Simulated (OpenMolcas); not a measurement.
An OpenMolcas run meant for K I (ANO-RCC-VDZP, DKH3; inactive shells 1s 2s 2p 3s 3p; intended active space 1 electron in 8 orbitals (4s 4p 5s 5p)). One step of its input:

```
&CASPT2
Multistate=1 1
Frozen=2 3
IPEA=2.0
Imaginary=0.1
MaxIter=60
WThr=0.0 0.3 0.05
PrWF=0.5
NoMix
```

The run finished. Its levels beside those of a sound run (SS-CASPT2, IPEA 0.25 Eh, imaginary shift 0.1 Eh (closed shells correlated: 3s 3p)), in eV above each run's lowest level:

```
     Level  This run  Usual run
 4s 2S 1/2    0.0000     0.0000
4p 2P* 1/2    1.5407     1.5708
4p 2P* 3/2    1.5454     1.5756
```

Q: Which setting is unsound, and how much does it matter here?

A: The IPEA shift is far above its usual 0.25 hartree. Against the sound run the excited levels shown move by 240 cm-1 on average and by 240 cm-1 at most.

With one active electron outside closed inactive shells, the extra shells (5p 5s) add no correlation to the reference. ANO sets are built for ground and valence states and can reach diffuse excited orbitals poorly. With one active electron, CASPT2 adds the correlation within the correlated inactive shells and between them and that electron, and leaves the splitting within a term as the reference gives it. Only configurations of the active space appear.

* marks odd parity.
